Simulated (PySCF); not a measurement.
hydroxymethyl(methoxy)borinic acid (C₂H₇BO₃), SMILES COB(O)CO.

Coordinates come from a B3LYP-D3(BJ)/def2-SVP optimisation. The values are those of a single conformer.

All values below come from TDA-PBE/def2-SVPD in PySCF.

Vertical excitations. 

Computed UV-visible absorptions:
```tsv
state	energy (eV)	λ (nm)	f	main pairs
S1	5.67	219	0.003	HOMO→LUMO 99 %
S2	6.34	196	0.003	HOMO−1→LUMO 99 %
S3	6.55	189	0.005	HOMO→LUMO+1 91 %
S4	6.82	182	0.008	HOMO→LUMO+2 89 %
S5	6.95	178	0.002	HOMO−2→LUMO 97 %
S6	7.06	176	0.037	HOMO→LUMO+3 97 %
S7	7.27	171	0.007	HOMO−1→LUMO+1 71 %, HOMO−1→LUMO+2 26 %
S8	7.31	170	0.009	HOMO→LUMO+4 96 %
S9	7.50	165	0.008	HOMO−3→LUMO 98 %
S10	7.66	162	0.013	HOMO→LUMO+5 97 %
T1	5.45	227	0	HOMO→LUMO 99 %
T2	6.27	198	0	HOMO−1→LUMO 99 %
T3	6.30	197	0	HOMO→LUMO+1 68 %, HOMO→LUMO+2 31 %
T4	6.47	192	0	HOMO→LUMO+2 67 %, HOMO→LUMO+1 31 %
```
Triplets are in the Tamm–Dancoff approximation.
